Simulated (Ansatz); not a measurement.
Geometry optimisation, Ansatz 0.2.0, RKS PBE-D4/def2-SVP.

input.yaml

```yaml
crystal:
  periodic: [false, false, false]
  atoms:
    - { symbol: Sn, position_ang: [-0.097923, 1.354271, -0.438834] }
    - { symbol: H, position_ang: [0.623055, -1.554937, -0.557374] }
    - { symbol: H, position_ang: [1.278053, -1.312798, -0.443323] }
    - { symbol: Cl, position_ang: [-2.162655, 0.112212, -0.496706] }
    - { symbol: Cl, position_ang: [0.35947, 1.401252, 1.936137] }
basis:
  gaussian: { orbitals: def2-SVP }
hamiltonian:
  xc: pbe
  dispersion: d4
relax:
  f_tol: 0.03
  max_steps: 50
```

Run as:

```bash
$ ansatz run input.yaml --threads 1 --pin off --max-ram 2048MiB --backend cpu --events-out ev --progress --plain --runs-dir out
```

Task: Where does it end, and by what steps?

Result: The run converged. The force dipped under the threshold on the way, but the program's further checks kept it going. After 5 steps the energy has fallen by 0.080 eV; H3 moved furthest, 0.18 Å.

```tsv
step	energy less start (eV)	largest force component (eV/Å)	accepted
0	0.0000	2.371	yes
1	-0.0413	1.284	yes
2	0.0086	1.574	no
3	-0.0694	0.705	yes
4	-0.0798	0.027	yes
5	-0.0805	0.019	yes
```

```xyz
5
Properties=species:S:1:pos:R:3
Sn -0.088 1.418 -0.407
H 0.575 -1.529 -0.619
H 1.333 -1.482 -0.494
Cl -2.100 0.078 -0.454
Cl 0.280 1.515 1.974
```

Whether the end is a true minimum wasn't checked by a vibrational analysis.

Run time: 12 s on 1 CPU thread of a shared host.
